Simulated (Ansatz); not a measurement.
A nudged elastic band was laid between two geometries of ClGaH$_{4}$ (6 atoms, charge 0, multiplicity 1).

Method: Ansatz 0.2.0, RKS PBE0-D4/def2-SVP.

- movable images: 5
- climbing image: yes
- spring: 5.0 eV/Å²
- optimiser: quadratic models (default)
- start path: through a guess of the saddle point
- force threshold: 0.03 eV/Å
- iteration limit: 60
- end points: relaxed

First end point:

```xyz
6
Properties=species:S:1:pos:R:3
Ga 0.001 0.186 0.010
H -0.004 0.697 1.504
H 1.363 0.113 -0.769
H -1.365 0.037 -0.752
Cl 0.079 -2.418 0.947
H 0.076 -2.008 2.169
```

Last end point:

```xyz
6
Properties=species:S:1:pos:R:3
Ga 0.020 -0.574 -0.281
H 0.011 0.261 2.049
H 1.412 0.098 -0.480
H -1.409 0.019 -0.462
Cl 0.082 -2.699 0.148
H 0.034 -0.499 2.135
```

Problem. What changes between the two ends?

Solution. Bonds broken: Ga1–H2, Cl5–H6. Bonds formed: Ga1–Cl5, H2–H6. ClGaH4 becomes ClGaH2 + H2.

Problem. Give the energies along the band, and the barrier.

Solution. The forces met the threshold. The highest image is number 3 of 0 to 6, 4.6 kcal/mol above the first end and 25.8 kcal/mol above the last; the last end lies 21.3 kcal/mol below the first. A vibrational analysis at the climbing image gives one clearly imaginary mode, 727i cm⁻¹: a first-order saddle point. The orbitals stay closed-shell, which can raise the energy where a bond breaks towards radicals; this wasn't checked here.

```json
{"image": "0", "path coordinate (Å)": "0.00", "energy (kcal/mol)": "0.0", "Ga1–H2 (Å)": "1.58", "Cl5–H6 (Å)": "1.29", "Ga1–Cl5 (Å)": "2.77"}
{"image": "1", "path coordinate (Å)": "0.44", "energy (kcal/mol)": "0.6", "Ga1–H2 (Å)": "1.59", "Cl5–H6 (Å)": "1.29", "Ga1–Cl5 (Å)": "2.77"}
{"image": "2", "path coordinate (Å)": "0.88", "energy (kcal/mol)": "1.9", "Ga1–H2 (Å)": "1.60", "Cl5–H6 (Å)": "1.32", "Ga1–Cl5 (Å)": "2.75"}
{"image": "3", "path coordinate (Å)": "1.32", "energy (kcal/mol)": "4.6", "Ga1–H2 (Å)": "1.69", "Cl5–H6 (Å)": "1.48", "Ga1–Cl5 (Å)": "2.54"}
{"image": "4", "path coordinate (Å)": "1.80", "energy (kcal/mol)": "-8.2", "Ga1–H2 (Å)": "1.91", "Cl5–H6 (Å)": "1.94", "Ga1–Cl5 (Å)": "2.31"}
{"image": "5", "path coordinate (Å)": "2.28", "energy (kcal/mol)": "-19.4", "Ga1–H2 (Å)": "2.21", "Cl5–H6 (Å)": "2.43", "Ga1–Cl5 (Å)": "2.19"}
{"image": "6", "path coordinate (Å)": "2.76", "energy (kcal/mol)": "-21.3", "Ga1–H2 (Å)": "2.48", "Cl5–H6 (Å)": "2.96", "Ga1–Cl5 (Å)": "2.17"}
```

Problem. What is the geometry of the highest image?

Solution. 
```xyz
6
Properties=species:S:1:pos:R:3
Ga 0.009 -0.097 -0.002
H 0.017 0.061 1.677
H 1.423 0.136 -0.603
H -1.423 0.062 -0.583
Cl 0.077 -2.437 0.974
H 0.047 -1.117 1.647
```

Problem. What are the harmonic wavenumbers there?

Solution. 727i, 273, 412, 613, 687, 803, 991, 1081, 1384, 1750, 2031, 2050 cm⁻¹.

The band took 8 iterations and of the order of 80 core-seconds.

Time of the run: 79 s on 1 thread of Arm Neoverse V2, with other jobs on the host, peak memory 0.14 GiB.
